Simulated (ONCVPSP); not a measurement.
S (Z = 16): ONCV pseudisation with LDA (Perdew-Zunger), scalar-relativistic reference atom.

The input file (ONCVPSP 4.0.1):

```
# ATOM AND REFERENCE CONFIGURATION
# atsym  z   nc   nv     iexc    psfile
  S 16.00    3    2        3      upf
#
#   n    l    f
    1    0    2.00
    2    0    2.00
    2    1    6.00
    3    0    2.00
    3    1    4.00
#
# PSEUDOPOTENTIAL AND OPTIMIZATION
# lmax
    2
#
#   l,   rc,      ep,       ncon, nbas, qcut
    0    1.30    0.00    5    8    5.10
    1    1.45    0.00    5    8    5.00
    2    1.35    0.30    4    7    6.20
#
# LOCAL POTENTIAL
# lloc, lpopt,  rc(5),   dvloc0
    4    5    1.00   -1.00
#
# VANDERBILT-KLEINMAN-BYLANDER PROJECTORs
# l, nproj, debl
    0    2    2.50
    1    1    2.50
    2    2    0.50
#
# MODEL CORE CHARGE
# icmod, fcfact, rcfact
    3    3.25    1.70
#
# LOG DERIVATIVE ANALYSIS
# epsh1, epsh2, depsh
   -2.00    5.00    0.02
#
# OUTPUT GRID
# rlmax, drl
    6.00    0.01
#
# TEST CONFIGURATIONS
# ncnf
    4
# nvcnf
#   n    l    f
    2
    3    0    2.00
    3    1    3.00
#
    2
    3    0    2.00
    3    1    2.00
#
    2
    3    0    2.00
    3    1    1.00
#
    2
    3    0    2.00
    3    1    3.50
#
```

Command:

```bash
oncvpsp.x < S.dat > S.out
```

The program printed (shortened: citation, most of the input echo, consistency checks and plot data are left out):

```
ONCVPSP  (Optimized Norm-Conservinng Vanderbilt PSeudopotential)
scalar-relativistic version 4.0.1

#   n    l    f        energy (Ha)
    1    0    2.00    -8.8095940E+01
    2    0    2.00    -7.7465443E+00
    2    1    6.00    -5.7518479E+00
    3    0    2.00    -6.3518121E-01
    3    1    4.00    -2.6136258E-01

Reference configufation results
  iterations    23
  all-electron total energy (Ha)   -3.97830689D+02

Begin loop to  construct optimized pseudo wave functions
and semi-local pseudopoentials for all angular momenta

   Wellstate for l =  0  n =  5
     eigenvalue =   1.8648
     asymptotic potential =   2.3648
     half-point radius =  3.7356

Calculating optimized projector #   1

 for l=   0

    Fraction of norm inside rc  0.289065
    Optimizing pswf for qcut=   5.09 a_B^-1,  ecut=  12.95 Ha
    Residual kinetic energy error=  1.86D-03 Ha

    Energy error per electron        Cutoff
         Ha          eV             Ha
         0.01000     0.27211        8.79
         0.00100     0.02721       39.09
         0.00010     0.00272       91.60
         0.00001     0.00027      105.88

Calculating optimized projector #   2

 for l=   0

    Fraction of norm inside rc  0.079913
    Optimizing pswf for qcut=   5.09 a_B^-1,  ecut=  12.95 Ha
    Residual kinetic energy error=  1.39D-02 Ha

    Energy error per electron        Cutoff
         Ha          eV             Ha
         0.01000     0.27211       21.77
         0.00100     0.02721      104.70
         0.00010     0.00272      129.76
         0.00001     0.00027      144.60

Calculating optimized projector #   1

 for l=   1

    Fraction of norm inside rc  0.263318
    Optimizing pswf for qcut=   5.00 a_B^-1,  ecut=  12.51 Ha
    Residual kinetic energy error=  2.36D-04 Ha

    Energy error per electron        Cutoff
         Ha          eV             Ha
         0.01000     0.27211        4.12
         0.00100     0.02721        6.07
         0.00010     0.00272       18.03
         0.00001     0.00027       77.91

   Wellstate for l =  2  n =  3
     eigenvalue =   0.3000
     asymptotic potential =   0.8000
     half-point radius =  4.1085

   Wellstate for l =  2  n =  4
     eigenvalue =   0.8000
     asymptotic potential =   1.3000
     half-point radius =  4.9551

Calculating optimized projector #   1

 for l=   2

    Fraction of norm inside rc  0.133345
    Optimizing pswf for qcut=   6.21 a_B^-1,  ecut=  19.28 Ha
    Residual kinetic energy error=  3.31D-03 Ha

    Energy error per electron        Cutoff
         Ha          eV             Ha
         0.01000     0.27211       15.16
         0.00100     0.02721       36.06
         0.00010     0.00272       85.07
         0.00001     0.00027       99.42

Calculating optimized projector #   2

 for l=   2

    Fraction of norm inside rc  0.136259
    Optimizing pswf for qcut=   6.21 a_B^-1,  ecut=  19.28 Ha
    Residual kinetic energy error=  4.53D-03 Ha

    Energy error per electron        Cutoff
         Ha          eV             Ha
         0.01000     0.27211       16.53
         0.00100     0.02721       24.44
         0.00010     0.00272      107.27
         0.00001     0.00027      130.61

Construct Vanderbilt / Kleinmman-Bylander projectors

B matrix Hermiticity error, ll=   0
   1   2   -1.3686E-04

  Orthonormal projector coefficients  3.1476E+01  4.9117E+00

B matrix Hermiticity error, ll=   2
   1   2    1.1258E-05

  Orthonormal projector coefficients -5.0201E+01 -5.3692E+00

Model core correction analysis
  based on d2Exc/dn_idn_j

d2excae - all-electron derivatives

   -3.334963D-02   -2.765036D-02
   -2.765105D-02   -2.584889D-02

d2excps - pseudofunction derivatives with no core correction

   -3.799977D-02   -3.076242D-02
   -3.076395D-02   -2.787209D-02

rms 2nd derivative error    3.357533E-03

rmatch, rhocmatch    0.9246    1.9610

Teter function model core charge with specified parameters

d2excps - pseudofunction derivatives with core correction

   -3.156188D-02   -2.648057D-02
   -2.648082D-02   -2.499628D-02

rms 2nd derivative error    1.290432E-03

Pseudoatom total energy  -10.207771

Diagnostic tests using Vanderbilt-Kleinman-Bylander pseudopotentials
  1 or more projectors used as specified by nproj input data

   l    rcore       rmatch      e in        delta e   norm test  slope test

   0   1.3003484   1.3398298  -0.6351812  -0.0000043   1.0000355   0.9999857
   0   1.3003484   1.3398298   1.8648188   0.0000114   1.0002968   1.0002968

   1   1.4568719   1.5011057  -0.2613626   0.0000006   1.0000036   0.9999754

   2   1.3559560   1.3971258   0.3000000   0.0000145   1.0000701   1.0000701
   2   1.3559560   1.3971258   0.8000000   0.0000162   1.0000955   1.0000955

 Testing for bound ghosts
   n   l    E NL Schr. Eq   E Basis Diag.   E Cutoff

   1   0       -0.635185       -0.618999    153.91

   2   1       -0.261362       -0.236354    103.88

 Testing for highly-localized positive-energy ghosts
       l    <radius>/rc     E Basis Diag.   E Cutoff

       0        0.347662        3.826981    153.91  WARNING - GHOST(+)

       2        0.611407       41.953203    139.21  WARNING - GHOST(+)

Test configuration 0

   n   l     f        eae           eps        diff
   1   0  2.0000  -88.09593962
   2   0  2.0000   -7.74654427
   2   1  6.0000   -5.75184792
   3   0  2.0000   -0.63518121   -0.63518547   -4.26D-06
   3   1  4.0000   -0.26136258   -0.26136197    6.11D-07

    Total energies and differences
      AE_ref= -3.97830689D+02  AE_tst= -3.97830689D+02  dif=  0.00D+00
      PS_ref= -1.02077709D+01  PS_tst= -1.02077709D+01  dif=  1.78D-15
      PSP excitation error= -1.78D-15

Test configuration 1

   n   l     f        eae           eps        diff
   1   0  2.0000  -88.53589226
   2   0  2.0000   -8.17718691
   2   1  6.0000   -6.18353170
   3   0  2.0000   -1.01548600   -1.01533567    1.50D-04
   3   1  3.0000   -0.62046054   -0.62033064    1.30D-04

    Total energies and differences
      AE_ref= -3.97830689D+02  AE_tst= -3.97394746D+02  dif=  4.36D-01
      PS_ref= -1.02077709D+01  PS_tst= -9.77185880D+00  dif=  4.36D-01
      PSP excitation error=  3.14D-05

Test configuration 2

   n   l     f        eae           eps        diff
   1   0  2.0000  -89.06810496
   2   0  2.0000   -8.69059595
   2   1  6.0000   -6.69895113
   3   0  2.0000   -1.44787833   -1.44768292    1.95D-04
   3   1  2.0000   -1.03177995   -1.03164064    1.39D-04

    Total energies and differences
      AE_ref= -3.97830689D+02  AE_tst= -3.96572547D+02  dif=  1.26D+00
      PS_ref= -1.02077709D+01  PS_tst= -8.94977117D+00  dif=  1.26D+00
      PSP excitation error=  1.43D-04

Test configuration 3

   n   l     f        eae           eps        diff
   1   0  2.0000  -89.68380196
   2   0  2.0000   -9.27640183
   2   1  6.0000   -7.28789038
   3   0  2.0000   -1.92139919   -1.92186074   -4.62D-04
   3   1  1.0000   -1.48530465   -1.48594943   -6.45D-04

    Total energies and differences
      AE_ref= -3.97830689D+02  AE_tst= -3.95317273D+02  dif=  2.51D+00
      PS_ref= -1.02077709D+01  PS_tst= -7.69428744D+00  dif=  2.51D+00
      PSP excitation error= -6.73D-05

Test configuration 4

   n   l     f        eae           eps        diff
   1   0  2.0000  -88.30354265
   2   0  2.0000   -7.95056548
   2   1  6.0000   -5.95627907
   3   0  2.0000   -0.81785825   -0.81778932    6.89D-05
   3   1  3.5000   -0.43351825   -0.43345805    6.02D-05

    Total energies and differences
      AE_ref= -3.97830689D+02  AE_tst= -3.97657649D+02  dif=  1.73D-01
      PS_ref= -1.02077709D+01  PS_tst= -1.00347323D+01  dif=  1.73D-01
      PSP excitation error=  1.31D-06
```

The run took about 2.6 s on one core of a shared server CPU.
